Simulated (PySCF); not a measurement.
hydrogen telluride (H₂Te), SMILES [TeH2]. Coordinates come from a PBE0-D3(BJ)/def2-TZVPD optimisation. The def2 effective core potentials stand for the cores of Te; spin–orbit coupling is left out.

Computed equilibrium geometry at PBE0-D3(BJ)/def2-TZVPD (PySCF confirms it by a frequency run) as bond lengths and angles, and its point group:
point group C2v.
Atoms: Te1 H2 H3. Bonds (Å): Te1–H2 1.656, Te1–H3 1.656. Bond angles (°): H2–Te1–H3 90.4.
